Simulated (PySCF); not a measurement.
O2Si2, SMILES o1[si]2o[si]1=2. Atoms are numbered in the order given.

```xyz
4

Si     0.0000     0.0000     1.2534
Si     0.0000     0.0000    -1.2534
O      0.0000    -1.1801     0.0000
O      0.0000     1.1801     0.0000
```
Charge 0, spin multiplicity 1.

Geometry optimised at B3LYP-D3(BJ)/def2-SVP.

Computed with PySCF with B3LYP/pcJ-1.

Isotropic couplings with Fermi-contact, spin-dipole and both spin-orbit terms, one fixed conformer, no vibrational averaging. Isotopes: 29Si.

Computed spin–spin coupling constants:
```
pair     bonds apart  J (Hz)
-------  -----------  ------
Si1–Si2            1     9.2
```
